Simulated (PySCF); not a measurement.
SMILES C=[CH][GeH]([Br])[CH]=C (C₄H₇BrGe) at its B3LYP/def2-SVP optimised geometry (Å):

```
13

Ge     0.1090    -0.6904     0.0000
Br    -0.5691    -1.7121    -2.0085
C     -0.6325    -1.7335     1.4714
C     -1.3908    -2.8263     1.3389
C     -0.5224     1.1508     0.0000
C      0.3112     2.1978     0.0108
H      1.6529    -0.6904     0.0000
H     -0.3937    -1.3615     2.4774
H     -1.6529    -3.2308     0.3553
H     -1.7808    -3.3634     2.2112
H     -1.6062     1.3189     0.0003
H     -0.0561     3.2308     0.0252
H      1.4007     2.0763     0.0029
```

Calculation: B3LYP/def2-TZVP in PySCF. Cells within 0.4 Å of a nucleus heavier than hydrogen are left out (blank, or x).

Map of the Laplacian of the electron density (e/bohr⁵) on the plane z = 1.2 Å:

```
|8888888888888888888888888888888|
|8888888888888888888888888888888|
|8888888888888888888888888888888|
|8888888888888888888888888888888|
|8888888888888888888888888888888|
|8888888888888888888888888888888|
|8888888888888888888888888888888|
|8888888888888888888888888888888|
|8888888888888888888888888888888|
|8888888888888888888888888888888|
|8888888888888888888888888888888|
|8888888888888888888888888888888|
|8888888888888888888888888888888|
|8888888888888888888888888888888|
|8888888888888888888888888888888|
|8888888888888888888888888888888|
|8888888888888888888888888888888|
|8888888888888998888888888888888|
|8888888888889778888888888888888|
|8888888888897x07988888888888888|
|8888888888993xx8988888888888888|
|8888888889961179888888888888888|
|88888888898x9699888888888888888|
|88888888897xx898888888888888888|
|8888888889958988888888888888888|
|8888888889999888888888888888888|
|8888888888888888888888888888888|
|8888888888888888888888888888888|
|8888888888888888888888888888888|
|8888888888888888888888888888888|
|8888888888888888888888888888888|
```
Scale: ten equal steps from -0.662 (start of '0') to 0.150 (end of '9'), in the order '0123456789'; x runs from -5.50 to 5.50, y from -5.50 (bottom) to 5.50 (top).
